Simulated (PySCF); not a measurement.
**Electron affinity of Bi by level of theory**

Bi⁻ [Xe] 4f14 5d10 6s2 6p4 (3P) → Bi [Xe] 4f14 5d10 6s2 6p3 (4S), as a difference of total energies. All numbers are calculated (PySCF 2.14, scalar relativity through the core potential, in def2-TZVPPD with the def2 core potential (60 electrons)). Correlated levels: valence: 5s2 5p6 5d10 frozen; valence and next inner shell: nothing frozen outside the core potential. The calculations carry no spin-orbit coupling.

| method | electron affinity (eV) | difference from reference (eV) |
| --- | --- | --- |
| UHF | -0.317 | -1.259 |
| LDA | 0.995 | +0.053 |
| PBE | 0.733 | -0.209 |
| PBE0 | 0.675 | -0.267 |
| r2SCAN | 0.673 | -0.269 |
| LC-wPBE | 0.621 | -0.321 |
| MN15 | 0.831 | -0.111 |
| B97-3 | 0.721 | -0.221 |
| HSE06 | 0.742 | -0.200 |
| MP2 (valence) | 0.309 | -0.633 |
| SCS-MP2 (valence) | 0.360 | -0.582 |
| MP2 (valence and next inner shell) | 0.358 | -0.584 |
| SCS-MP2 (valence and next inner shell) | 0.372 | -0.570 |

Reference: 0.942 eV (measured; photodetachment measurements, as compiled on the Wikipedia data page of electron affinities).

Spin-orbit coupling is strong in these open shells (close to jj coupling). The scalar numbers leave it out and a first-order estimate fails, so it can dominate the gap to the real levels.

Errors of the correlated levels include the incompleteness of this basis and the frozen core.

A negative affinity means that the anion lies above the atom at that level of theory.

In the anion the highest occupied orbital energy is positive at LDA, PBE, PBE0, r2SCAN, MN15, B97-3, HSE06, a self-interaction effect; the basis confines that electron, and the energy difference can still be sensible.
